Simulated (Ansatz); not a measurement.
Input for Ansatz (a quantum-chemistry and plane-wave program): R-RI-MP2/def2-QZVPP on CH7AsSi (SMILES C[SiH2][AsH2]), a point of a torsion scan. Files ending in .json are basis or fitting sets from the Basis Set Exchange. The run froze 20 orbitals, filled d shells among them.

Ansatz 0.2 input:
```yaml
crystal:
  periodic: [false, false, false]
  atoms:
    - {symbol: C, position_ang: [-1.14884041, 0.68681184, 0.06197130]}
    - {symbol: Si, position_ang: [-0.12139639, -0.90832860, -0.10757228]}
    - {symbol: As, position_ang: [2.16640828, -0.47897598, -0.30744846]}
    - {symbol: H, position_ang: [-2.20946073, 0.47862433, 0.16336323]}
    - {symbol: H, position_ang: [-1.01851229, 1.32348777, -0.80999539]}
    - {symbol: H, position_ang: [-0.83865968, 1.25749504, 0.93413354]}
    - {symbol: H, position_ang: [-0.60027911, -1.63900757, -1.29467447]}
    - {symbol: H, position_ang: [-0.38480968, -1.76108420, 1.06413943]}
    - {symbol: H, position_ang: [2.20943346, 0.21127484, 1.02630244]}
    - {symbol: H, position_ang: [1.92776197, 0.85095433, -0.96436118]}
basis:
  gaussian:
    orbitals: def2-QZVPP.json
    fitting: {mean_field: def2-universal-JKFIT, correlation: def2-QZVPP-RIFIT.json}
magnetization: {spin_polarized: false}
correlation: {method: mp2, electrons: outside_noble_gas}
scf: {lower_state_search: off}
```

Output:

```
WARN ansatz: RAYON_NUM_THREADS=1 ignored (pool sized by the plan → 1); use --threads N
Functional definition: HF
these checks for a lower state are left out or cut short: stability, starts, cluster_reference, orbital_swaps, neighbouring_geometries, increment
integrals: 0.77 GiB planned
595 factors; integrals over basis functions are off by at most 2.6e0 eV
mean field: 1.16 GiB planned
mean field evaluation 1: about -69799.1883 eV, gradient 2.8e1 eV
mean field evaluation 2: about -69801.3159 eV, gradient 1.2e1 eV
mean field evaluation 4: about -69801.7584 eV, gradient 7.1e-1 eV
mean field -69801.75972214 eV, -2565.1673564566 hartree, gradient 2.3e-6 eV, S^2 0.000000; 0 other end points of the search recorded, 0 dependent functions left out
20 core orbitals not correlated
998 factors; their error is unknown
reference -69801.75972214 eV, -2565.1673564566 hartree; 10, 10 occupied and 396, 396 virtual orbitals, 998 factors
second order -13.25525182 eV of doubles, -0.00000000 eV of singles
Total energy: -69815.01497396 eV, -2565.6544779763 hartree
Checks for a lower state left out: stability, starts, cluster_reference, orbital_swaps, neighbouring_geometries, increment
```

The run converged.

Cost: around 6 core-seconds (rough).
